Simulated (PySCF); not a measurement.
## Stretching CdTe⁺

Set-up: PySCF, scalar-relativistic core potentials, basis sets Cd def2-SVP with ECP28, Te def2-SVP with ECP28. Energies in eV from Cd⁺ + Te in their ground configurations at the same level. State: ²Π (doublet), unpaired electrons π ↑.

Curves on a restricted Hartree–Fock reference rise too fast on stretching and do not dissociate correctly.

| R (Å) | r²SCAN | ROHF-SCS-MP2 |
| --- | --- | --- |
| 2.291 | -1.087 | -0.496 |
| 2.398 | -1.565 | -1.028 |
| 2.504 | -1.810 | -1.313 |
| 2.584 | -1.888 | -1.413 |
| 2.664 | -1.901 | -1.443 |
| 2.744 | -1.868 | -1.423 |
| 2.850 | -1.775 | -1.341 |
| 2.984 | -1.613 | -1.184 |
| 3.143 | -1.389 | -0.958 |
| 3.357 | -1.099 | -0.644 |

Put a parabola through the three lowest points of the r²SCAN curve and estimate Re, k and ωe (reduced mass 60.69 u; 1 eV/Å² = 0.16022 mdyn/Å; ωe = 1302.8·√(k/μ) cm⁻¹).

Through R = 2.584, 2.664, 2.744 Å the second-order coefficient is 3.59 eV/Å², so Re ≈ 2.647 Å, k ≈ 1.15 mdyn/Å and ωe ≈ 179 cm⁻¹. A polynomial fit of higher order to the unrounded r²SCAN energies gives Re = 2.643 Å, k = 1.26 mdyn/Å, ωe = 187 cm⁻¹; anharmonicity and rounding make the difference.

The higher-order fit for each curve: r²SCAN: Re = 2.643 Å, ωe = 187 cm⁻¹, De = 1.90 eV; ROHF-SCS-MP2: Re = 2.668 Å, ωe = 187 cm⁻¹, De = 1.44 eV.

Correlated steps freeze 4 core orbitals. Correlated levels converge slowly with the basis: in double zeta they bind strong bonds too weakly, by up to about 1 eV, and carry superposition errors of some tenths. ⟨S²⟩ of the unrestricted solution departs from its pure value on part of the curve, where spin states mix. Spin–orbit coupling is left out, which matters for elements this heavy, above all for dissociation energies. For an ion De counts to the pair picked by the measured ionisation energies or electron affinities, which need not be the lowest pair at this level. The state is the lowest determinant that a PBE0 search found; another state may lie lower at other levels.
